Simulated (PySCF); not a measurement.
Structure from NMR data

The spectra below were simulated for a compound C6H10OSi2.

¹H NMR (400 MHz, computed): δ 7.84 (m, 1H), 7.54 (m, 1H), 7.44 (m, 1H), 7.20 (m, 1H), 6.80 (m, 1H), 5.09 (d, 2H), 4.20 (d, 3H).

¹³C{¹H} NMR (computed): δ 158.2 (CH), 155.7 (C), 153.4 (CH), 153.0 (CH), 128.6 (CH), 117.3 (CH).

PySCF 2.14.0 with density-fitted response routines calculation with σ from GIAO-PBE0/pcSseg-1 and GFN2-xTB geometry; non-relativistic Hamiltonian, fast rotation and ring inversion assumed for equivalent nuclei, single conformer, gas phase.

δ = σ(ref) − σ, references computed at the same level: TMS for ¹H, ¹³C.

Q: Propose a structure and justify it.

A: 
1. The formula gives 4 degrees of unsaturation (1 ring in the answer).
2. 6 carbon signals for 6 carbons: no two carbons are equivalent.
3. Carbon types of the structure: 1 × C, 5 × CH, leaving 5 H on heteroatoms.
4. δC 158.2, 153.4: alkene CH; as expected for a trigonal carbon in a double bond.
5. δC 155.7: substituted aromatic carbon next to the ring oxygen.
6. δC 153.0: aromatic CH next to the ring oxygen.
7. δC 128.6, 117.3: aromatic CH.
8. δH 7.84: hydrogen on an aromatic CH next to the ring oxygen; aromatic region.
9. δH 7.54, 7.44: hydrogen on an alkene CH; attached to an sp2 carbon and in the plane of the double bond.
10. δH 7.20, 6.80: hydrogen on an aromatic CH; aromatic region.

These data were computed for `c1ccc([SiH2]/C=C\[SiH3])o1`.

This is the structure that produced the data.

Shifts are as computed. Against solution values, carbons near 30 ppm lie about +3 ppm off and those near 130 ppm about +5 ppm. Of 1211 compounds with measured shifts, 218 miss one by over three times the rms of a fit or turn the order of signals round; such compounds aren't used in these exercises. Multiplicities follow the n + 1 count of equivalent neighbours, as no J values were calculated; m marks all less simple cases, F and P coupling included.
